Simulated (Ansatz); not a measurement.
Ansatz results at the PBE0-D4/def2-TZVP geometry: zero-point energy (PBE0-D4/def2-TZVP) 196.7 kJ/mol; size of the dipole moment (PBE/def2-TZVPP) 1.83 D; size of the dipole moment (B3LYP/def2-TZVPP) 1.87 D.

Each molecule was computed in one conformer, which needn't be the lowest.

Problem. Which molecule gave them?
A. `S[B]Br`•
B. `O[Si](Br)Br`•
C. `CC[SiH]Cl`•
D. `B[NH]`•

Solution. C. The others give `B[NH]`•: 80.2, 1.25, 1.33; `S[B]Br`•: 34.1, 1.05, 1.12; `O[Si](Br)Br`•: 43.1, 1.65, 1.72.

B3LYP here is the variant with VWN-RPA as its local correlation; programs differ in this.
